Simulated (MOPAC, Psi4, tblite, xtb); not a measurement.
Dimer CS2 ··· H2Se (SMILES S=C=S and [SeH2]) at R = 3.50 Å between the centres of mass, closest contact 3.48 Å (lowest of the rigid-body minima from ten starts at GFN2-xTB). Geometry in Å and degrees:

```
Se
H 1 1.4704
H 1 1.4704 2 91.29
C 1 3.4761 2 102.06 3 -179.87
S 4 1.5527 1 97.02 2 -179.93
S 4 1.5527 1 82.98 2 0.08
```

Methods: GFN2-xTB (tblite); SAPT0/jun-cc-pVDZ, frozen core (Psi4); revPBE/def2-TZVP, counterpoise-corrected (Psi4); revPBE-D3(BJ)/def2-TZVP, counterpoise-corrected (Psi4); PBE/def2-TZVP, counterpoise-corrected (Psi4); PBE-D3(BJ)/def2-TZVP, counterpoise-corrected (Psi4); HF/aug-cc-pVDZ, counterpoise-corrected (Psi4); MP2/aug-cc-pVDZ = DF-MP2/aug-cc-pVDZ, frozen core, counterpoise-corrected (Psi4); SCS-MP2/aug-cc-pVDZ = DF-SCS-MP2/aug-cc-pVDZ, frozen core, counterpoise-corrected (Psi4); PM6, restricted, heats of formation (MOPAC); AM1, restricted, heats of formation (MOPAC); GFN1-xTB (xtb).

Q: What interaction energy does each level give?

A: 
| method | E_int / kJ/mol |
|---|---|
| GFN2-xTB | -10.16 |
| revPBE-D3(BJ)/def2-TZVP | -6.22 |
| MP2/aug-cc-pVDZ | -5.86 |
| PBE-D3(BJ)/def2-TZVP | -5.64 |
| GFN1-xTB | -3.75 |
| SCS-MP2/aug-cc-pVDZ | -2.37 |
| SAPT0/jun-cc-pVDZ | -2.20 |
| AM1 | -0.71 |
| PBE/def2-TZVP | 1.16 |
| revPBE/def2-TZVP | 8.18 |
| HF/aug-cc-pVDZ | 9.23 |
| PM6 | 13.73 |
